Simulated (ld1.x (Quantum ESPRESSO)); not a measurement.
**What one change does to a pseudopotential (oxygen, RRKJ)**

```
Element                 : O
Generator               : ld1.x (Quantum ESPRESSO) 7.5
Type                    : norm-conserving RRKJ (Kleinman–Bylander form)
Functional              : PBE
Relativity              : non-relativistic
Frozen core             : [He]
Valence charge          : 6
Reference configuration : 2s2 2p4
Partial waves           : 2s (bound): rc 0.90 bohr; 2p (bound): rc 1.05 bohr
Local potential         : the p channel
Core correction         : Bessel-smoothed model core inside 0.90 bohr
```

All-electron outer shells of the reference configuration (PBE, non-relativistic, ld1.x):

```tsv
shell	level (eV)	outermost node (bohr)	outermost maximum (bohr)
2s	-23.91	0.28	0.87
2p	-9.04	–	0.82
```

Change: wave 2s (bound): rc 0.90 bohr becomes 2s (bound): rc 0.74 bohr.

Cutoffs: the cutoffs (Ry, on a coarse ladder) from which the occupation-weighted sum of valence levels, in a spherical-Bessel basis at the reference potential, stays within 10 and 1 mRy of its value at 400 Ry; they do not see the model core or the augmentation charge, which bear on the density cutoff. Errors are all-electron minus pseudo energies relative to the spin-unpolarised reference configuration.

How do hardness, ghosts and transferability respond?

The potential gets neither clearly harder nor softer (110 Ry and 180 Ry → 110 Ry and 180 Ry); of the 7 tests that both files solve, the error grows in 2 and shrinks in 0 by more than 15 % and 0.3 meV (median size 7.8 → 8.1 meV); neither file shows a bound ghost.

```csv
quantity,base,changed
"cutoff, loose",110 Ry,110 Ry
"cutoff, tight",180 Ry,180 Ry
bound ghosts,none,none
"error for 2s2 2p3, meV [ΔE 16.44 eV]",-0.7,-0.4
"error for 2s2 2p2, meV [ΔE 50.03 eV]",+17,+20
"error for 2s2 2p1, meV [ΔE 103.90 eV]",+149,+157
"error for 2s2 2p3.5, meV [ΔE 6.29 eV]",-0.4,-0.4
"error for 2s1 2p4, meV [ΔE 31.61 eV]",-2.8,-3.6
"error for 2s2 2p0, meV [ΔE 180.81 eV]",+670,+685
"error for 2s1 2p5, meV [ΔE 14.90 eV]",+7.8,+8.1
s: phases at 1.15 bohr within 0.05 rad from the reference energy up to (Ry; the scan ends near 5),to the end of the scan,to the end of the scan
p: phases at 1.15 bohr within 0.05 rad from the reference energy up to (Ry; the scan ends near 5),to the end of the scan,to the end of the scan
```
